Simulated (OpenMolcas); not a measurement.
Xe³⁺.

```
Program             : OpenMolcas 26.06
Basis               : ANO-RCC-VQZP [8s7p5d3f2g]
Scalar Hamiltonian  : DKH2, point nucleus
Active space        : 5 electrons in 9 orbitals (RAS2 5s 5p; RAS3 5d, at most 2 electrons)
State averaging     : 2S+1 = 4 odd, 1 root; 2S+1 = 2 odd, 11 roots; 2S+1 = 4 even, 3 roots; 2S+1 = 2 even, 9 roots
Spin-orbit coupling : RASSI with atomic mean-field integrals over the reference wave functions, term energies averaged over their components
```

Two sets of levels on these reference wave functions, in cm-1 above 5s2 5p3 4S* 3/2: one from RASSCF and one from MS-RASPT2, IPEA 0.25 Eh, imaginary shift 0.1 Eh (closed shells correlated: 4d).

| Level | Set 1 | Set 2 |
| --- | --- | --- |
| 5s2 5p3 4S* 3/2 | 0.0 | 0.0 |
| 5s2 5p3 2D* 3/2 | 13340 | 17220 |
| 5s2 5p3 2D* 5/2 | 17040 | 21220 |
| 5s2 5p3 2P* 1/2 | 28020 | 31890 |
| 5s2 5p3 2P* 3/2 | 34170 | 37840 |
| 5s 5p4 4P 5/2 | 99810 | 96910 |
| 5s 5p4 4P 3/2 | 106330 | 103370 |
| 5s 5p4 4P 1/2 | 108550 | 105770 |

Task: Which set is which?

Result: Set 1 is MS-RASPT2. Its levels of the other terms of 5s2 5p3 lie at 0.77 to 0.90 of the other set's values, as expected, since terms of lower spin or lower L gain more correlation energy than the Hund ground term. Against 7 measured levels (Saloman, J. Phys. Chem. Ref. Data 33, 765 (2004)) the mean absolute deviation is 500 cm-1 with it and 3400 cm-1 without; single levels miss by up to 1500 cm-1 with it.

CASPT2 does not keep the components of a term degenerate, so their means are used; among the terms shown or strongly mixed into the levels shown the widest spread is 35 cm-1 (5s2 5p3 2D*, MS-RASPT2). The run also gave levels led by 5s 5p3 5d, 5s2 5p2 5d, which use shells meant for correlation; these and all levels above them are left out. Some terms mix strongly with configurations of 5d, whose occupation reaches 0.15 (5s 5p4 4P) (figures for RASSCF; the like holds for MS-RASPT2). Computed and measured levels are paired by configuration, term and J; levels that our copy of the source lacks, or whose pairing is in doubt (as where it misses far off the trend of its configuration), stay unpaired and out of the deviations. Only configurations of the active space appear. The table leaves out levels that lie high or whose names do not pair safely across all columns.

* marks odd parity.
